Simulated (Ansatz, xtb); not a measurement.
## Relative energy of two isomers of C5H5NO

We compare X, `N#CC1=C(O)CC1`, a singlet, with Y, `N#C[C@@H]1CCC1=O`, a singlet. Both are isolated molecules in the gas phase, relaxed with B3LYP-D3(BJ)/def2-SVP; the shapes shown needn't be the lowest conformers.

X (Å):

```xyz
12

C    -0.1518   -2.0449    1.8616
C     0.2212   -0.7876    1.3342
C     0.6474   -0.3543    0.1205
C     0.7850    1.0933    0.5261
C     0.2931    0.6131    1.9378
N    -0.4638   -3.0667    2.3221
O     0.8680   -0.9870   -1.0298
H     1.1718   -0.3594   -1.6999
H     0.1092    1.7956    0.0101
H     1.8113    1.4963    0.5013
H     1.0323    0.7432    2.7433
H    -0.6708    1.0425    2.2518
```

Y (Å):

```csv
atom,x (Å),y (Å),z (Å)
C,-1.1841,0.6854,1.0399
C,-0.6426,-0.6281,1.3354
C,0.8795,-0.7829,1.6628
C,0.9835,-1.9810,0.6785
C,-0.4047,-1.6203,0.1483
N,-1.5838,1.7413,0.7775
O,-1.0381,-1.8943,-0.8220
H,-1.2749,-1.1295,2.0889
H,1.4559,0.0901,1.3298
H,1.1091,-0.9889,2.7155
H,0.9806,-2.9673,1.1715
H,1.7883,-1.9686,-0.0717
```

Estimate E(Y) − E(X) at the level CCSD(T)/def2-SVP + ΔMP2/def2-TZVPP.

Calculated at CCSD(T)/def2-SVP + ΔMP2/def2-TZVPP: E(Y) − E(X) = −39.7 kJ/mol, so structure Y lies lower.

Level by level:

```tsv
level	geometry	E(Y) − E(X) (kJ/mol)	departure from the last row (kJ/mol)	job, with rough time for the two
GFN2-xTB	GFN2-xTB	−39.5	+0.2	optimisation, 0.41 s
HF/STO-3G	GFN2-xTB	−76.2	−36.5	single point, 1.9 s
r2SCAN-D4/def2-SVP	GFN2-xTB	−29.6	+10.1	single point, 9.6 s
B3LYP-D3(BJ)/def2-SVP	B3LYP-D3(BJ)/def2-SVP	−38.5	+1.2	optimisation, 2.8 min
HF/def2-SVP	B3LYP-D3(BJ)/def2-SVP	−51.4	−11.7	part of the CCSD(T) run
MP2/def2-SVP	B3LYP-D3(BJ)/def2-SVP	−46.3	−6.6	part of the CCSD(T) run
CCSD(T)/def2-SVP	B3LYP-D3(BJ)/def2-SVP	−50.2	−10.5	single point
CCSD(T)/def2-SVP + ΔMP2/def2-TZVPP	B3LYP-D3(BJ)/def2-SVP	−39.7		single point, 2.6 min
```

As drawn, Y has 1 C–C, 1 C=O, 1 C–H in place of 1 C=C, 1 C–O, 1 O–H.

The levels shown agree on the order. The largest departure from CCSD(T)/def2-SVP + ΔMP2/def2-TZVPP is that of HF/STO-3G, 36.5 kJ/mol. The last row adds to CCSD(T) the change of the MP2 difference between the two basis sets, here +10.5 kJ/mol.

With thermal terms from frequencies at re-optimised GFN2-xTB minima (ideal gas, soft modes damped towards free rotors, one conformer each, 298.15 K, 1 atm): the zero-point term adds +0.4 kJ/mol; ΔH is −39.6 and ΔG −40.2 kJ/mol.

The correlated steps freeze 7 core orbitals. Mirror images aren't counted in ΔG. Codes used: Ansatz 0.2.0, xtb 6.7.1; the last row on 2 threads of Intel(R) Xeon(R) Processor @ 2.50GHz (Skylake/Cascade Lake) on a shared host.
